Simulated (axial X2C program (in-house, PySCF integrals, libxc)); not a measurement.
## GeP⁺ at several levels of theory

Calculated with an in-house all-electron X2C program for linear molecules (integrals from PySCF). Spin-free means the one-electron spin-free X2C Hamiltonian; two-component (2c) means X2C with spin–orbit coupling and atomic mean-field two-electron Coulomb and Gaunt terms, so the difference of the two also holds small scalar two-electron terms. Basis: Ge dyall-cv3z [9s9p7d4f1g], P dyall-v3z [8s7p2d1f] (cores contracted in-house); Gaussian nuclei, density fitting, unrestricted open shells. Masses: Ge 73.921 u, P 30.974 u.

Input:
```json
{"zs": [32, 15], "q": 1, "bas": ["dyall-cv3z", "dyall-v3z"], "levels": ["PBE0", "HF", "M06"], "cc": true, "r0": 2.13, "thr": -1.0, "nmax": 90, "npts": 10, "nst": 2, "ntry": 6}
```
```bash
python so2c.py task.json out
```

Keys: zs atomic numbers; q charge; bas basis sets; levels methods; cc coupled cluster on or off; r0 starting distance in Å; thr threshold in hartree for freezing inner shells (an s shell follows its p shell); nmax most natural virtual spinors; npts points on the curve; nst determinants followed; ntry starts of the search. HF also brings MP2.

State, spin-free: M_S = 1, Λ = 0 (beyond evenly filled blocks: π+α, π-α); electrons by block: σα: 12, σβ: 12, π+α: 5, π+β: 4, π-α: 5, π-β: 4, δ+α: 1, δ+β: 1, δ-α: 1, δ-β: 1. Fragments: Ge+ + P.

State, 2c: Ω = 1 (⟨Sz⟩ = 1.00, ⟨Lz⟩ = 0.00 at PBE0); electrons by block: 1/2: 16, -1/2: 17, 3/2: 6, -3/2: 5, 5/2: 1, -5/2: 1. Fragments: Ge+ + P.

```
Hamiltonian    level  Re (Å)  ωe (cm⁻¹)  αe (cm⁻¹)  De (eV)  k (mdyn/Å)  μ (D)
  spin-free     PBE0   2.304      393.1   0.000633     2.74        1.99   0.24
  spin-free       HF   2.295      395.1   0.000739     1.22        2.01  -0.33
  spin-free     CCSD   2.310      388.9   0.000705     2.21        1.94    n/a
  spin-free  CCSD(T)   2.318      384.0   0.000687     2.34         1.9    n/a
  spin-free      M06   2.316      389.0   0.000608     2.89        1.95   0.11
         2c     PBE0   2.305      392.5   0.000634      n/a        1.98   0.24
```

Correlated methods: 8 electrons correlated (number of frozen shells: Ge 3 s, 2 p, 1 d; P 2 s, 1 p), 206 virtual spin orbitals or spinors in MP2, 88 natural virtuals in coupled cluster.

Dipoles are positive if P is the positive end and refer to the centre of mass.

One determinant describes the state; a PBE0 search over occupations chose it and may have missed a lower one. De is counted from the lowest determinant-based energies of the atoms at the same level, without counterpoise correction. De is not given where an atomic determinant may have missed its ground term or J level, or where the truncated virtual space spoils (T). Density functionals use the spin component along the axis (collinear). CCSD and (T) use frozen natural virtuals with an MP2 correction for the truncation; (T) itself is uncorrected, so its De runs slightly low. PBE0 can misorder states that lie within some tenths of an eV, so this need not be the ground state of the molecule. The nearest other spin-free determinant of the search, M_S = 0, Λ = 2, lies 0.84 eV up at the distance of the search. Without a current term, density functionals place determinants with orbital angular momentum somewhat too high. With several unpaired electrons one determinant need not be a pure state. Open-shell Ω = 0 determinants with evenly filled partner blocks cannot be reached by this program, so the Ω shown need not be the lowest component. This is the Ω = 1 component of a π² triplet; the 0⁺ component is not one determinant and can lie lowest. The determinant is spin-polarised beyond a pure state at some levels (its spin-free form has ⟨S²⟩ too high), which makes Re and μ there less reliable. With the outer-core shells frozen, correlated bond lengths of heavy atoms tend to come out a few hundredths of an ångström too long.

No reliable constants came from CCSD (2c), CCSD(T) (2c), HF (2c), M06 (2c), MP2 (2c), MP2 (spin-free): no minimum in range, unconverged points, a curve that is not smooth, a change of character along it, or the two Hamiltonians disagreeing along it.

Rough cost a point (2c) on 1 thread(s) of a shared host, integrals apart: PBE0 0.5 s.

The whole task took 2.1 min on 1 thread of Intel(R) Xeon(R) Processor @ 2.30GHz (shared host).
